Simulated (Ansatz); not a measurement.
## C4H7GeN: where a starting geometry ends

The starting geometry of this gas-phase singlet was optimised with GFN2-xTB; its bonds are those of `[GeH3][c]1ccc[nH]1`.

```xyz
13

C    -0.4211    0.3042   -0.6469
C    -0.0382    1.2096   -1.6119
C    -0.8658    1.0228   -2.7305
C    -1.7340    0.0087   -2.4238
Ge    0.2408   -0.0030    1.1351
N    -1.4593   -0.4153   -1.1688
H     1.6848    0.3418    1.2434
H     0.0590   -1.4471    1.4894
H    -0.4997    0.7894    2.1672
H     0.7558    1.9257   -1.5163
H    -0.8257    1.5671   -3.6536
H    -2.5157   -0.4345   -3.0098
H    -1.9375   -1.1561   -0.6819
```

Q: Predict what it relaxes into with r2SCAN-D4/def2-SVP.

A: It keeps its bonds, and is `[GeH3][c]1ccc[nH]1`.

The energy falls by 0.11 eV over 23 steps:

```json
{"step": "1", "E − E(last) (eV)": "0.109"}
{"step": "3", "E − E(last) (eV)": "0.004"}
{"step": "6", "E − E(last) (eV)": "0.003"}
{"step": "8", "E − E(last) (eV)": "0.002"}
{"step": "11", "E − E(last) (eV)": "0.001"}
{"step": "13", "E − E(last) (eV)": "0.001"}
{"step": "16", "E − E(last) (eV)": "0.000"}
{"step": "18", "E − E(last) (eV)": "0.000"}
{"step": "21", "E − E(last) (eV)": "0.000"}
{"step": "23", "E − E(last) (eV)": "0.000"}
```

Final geometry (Å):

```json
{"atom": "C", "x (Å)": "-0.4403", "y (Å)": "0.2746", "z (Å)": "-0.6229"}
{"atom": "C", "x (Å)": "0.0595", "y (Å)": "1.0860", "z (Å)": "-1.6397"}
{"atom": "C", "x (Å)": "-0.7988", "y (Å)": "0.9648", "z (Å)": "-2.7654"}
{"atom": "C", "x (Å)": "-1.8067", "y (Å)": "0.0818", "z (Å)": "-2.4151"}
{"atom": "Ge", "x (Å)": "0.2491", "y (Å)": "-0.0138", "z (Å)": "1.1518"}
{"atom": "N", "x (Å)": "-1.5777", "y (Å)": "-0.3232", "z (Å)": "-1.1275"}
{"atom": "H", "x (Å)": "1.5147", "y (Å)": "0.8363", "z (Å)": "1.2986"}
{"atom": "H", "x (Å)": "0.5906", "y (Å)": "-1.4976", "z (Å)": "1.3822"}
{"atom": "H", "x (Å)": "-0.7792", "y (Å)": "0.3968", "z (Å)": "2.2220"}
{"atom": "H", "x (Å)": "0.9561", "y (Å)": "1.7015", "z (Å)": "-1.5674"}
{"atom": "H", "x (Å)": "-0.6959", "y (Å)": "1.4652", "z (Å)": "-3.7274"}
{"atom": "H", "x (Å)": "-2.6627", "y (Å)": "-0.2868", "z (Å)": "-2.9785"}
{"atom": "H", "x (Å)": "-2.1652", "y (Å)": "-0.9726", "z (Å)": "-0.6191"}
```

No frequencies were run, so the end isn't proven a minimum. Run with Ansatz 0.2.0, 3.5 min on 2 threads of Intel(R) Xeon(R) Processor @ 2.50GHz (Skylake/Cascade Lake), with other jobs on the host.
